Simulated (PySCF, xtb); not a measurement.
Bi(Cl)(Me)2 (C2H6BiCl), SMILES [CH3][Bi]([Cl])[CH3].

GFN2-xTB in xtb 6.7.1 at its own geometry gives an orbital gap of 5.08 eV and a dipole moment of 4.48 D.

The structure is a stationary point at B3LYP-D3(BJ)/def2-SVP. The structure was generated by enumeration; whether it is a known compound was not checked. The def2 effective core potentials stand for the cores of Bi; spin–orbit coupling is left out.

Task: What does PBE0/def2-TZVP run with PySCF give? (An estimate is asked for; the answer gives what the named calculation found.)

Result: gap 5.67 eV (levels -7.19 and -1.52 eV), dipole 3.75 D.
